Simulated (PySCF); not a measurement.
Structure problem from calculated spectra and properties.

Formula: C7H20BP.

* NMR, other nuclei: isotropic shieldings of nuclei other than C and H, by class: 150 (1 B), 307 (1 P) ppm [GIAO B97-2/pcSseg-1]
* Dipole: 5.08 D [B97-2/pcSseg-1]
* Rotational structure: rotational constants A, B, C: 1.741, 0.983, 0.943 GHz [PBE0-D3(BJ)/def2-SVP]
* 1H NMR: chemical shifts (computed TMS as zero) by class: 1.33 (1 H), 1.20 (1 H), 1.15 (3 H), 1.04 (9 H), 1.03 (3 H), 0.64 (3 H) ppm [GIAO B97-2/pcSseg-1]
* 13C NMR: chemical shifts (computed TMS as zero) by class: 29.2 (1 C), 25.5 (3 C), 17.8 (1 C), 9.5 (1 C), 5.6 (1 C) ppm [GIAO B97-2/pcSseg-1]

Gas-phase values; electronic properties from PySCF, density fitting. Levels stand in brackets. The structure is a single PBE0-D3(BJ)/def2-SVP conformer in the gas phase; no vibrational or solvent corrections. NMR classes are plain means over equivalent atoms (diastereotopic ones count apart unless rotation or inversion swaps them), as if these changed places fast.

**Question.** Propose a structure and show how it fits.

**Answer.** Numbering: `[BH3-:1][P@+:2]([CH3:3])([CH2:4][CH3:5])[C:6]([CH3:7])([CH3:8])[CH3:9]`. 7 carbons fall into 5 classes; from least to most shielded: sp3 carbon bound to phosphorus [C6] (29.2 ppm), methyl carbon [C7/C8/C9] (25.5 ppm, 3 C), sp3 carbon bound to phosphorus [C4] (17.8 ppm), methyl carbon [C5] (9.5 ppm), sp3 carbon bound to phosphorus [C3] (5.6 ppm). Hydrogen classes from least to most shielded: 1 H on an sp3 carbon bound to phosphorus, C4 (1.33 ppm), 1 H on an sp3 carbon bound to phosphorus, C4 (1.20 ppm), 3 H on a methyl carbon, C5 (1.15 ppm, a mean of values up to 0.8 ppm apart in this geometry), 9 H on 3 methyl carbons, C7/C8/C9 (1.04 ppm, a mean of values up to 1.1 ppm apart in this geometry), 3 H on an sp3 carbon bound to phosphorus, C3 (1.03 ppm), 3 H on a four-coordinate boron, B1 (0.64 ppm). The other shieldings belong to: 150 ppm, four-coordinate boron [B1]; 307 ppm, phosphorus bonded to B and 3 C [P2]. The optimised geometry has point group C1 and is an asymmetric top. Structure: `[BH3-][P@+](C)(CC)C(C)(C)C`. Computed isomers that give other values at the same levels: `[BH3-][P@+](C)(CCC)C(C)C` (rotational constant A: 1.651 GHz; this holds for the one conformer computed). The assignments are read from this structure; whether some other isomer fits the data as well wasn't checked. The mirror image fits equally.

The values belong to the conformer `[BH3-:1][P@+:2]([CH3:3])([CH2:4][CH3:5])[C:6]([CH3:7])([CH3:8])[CH3:9]`: B1–P2–C4–C5 46°, B1–P2–C6–C7 49°.
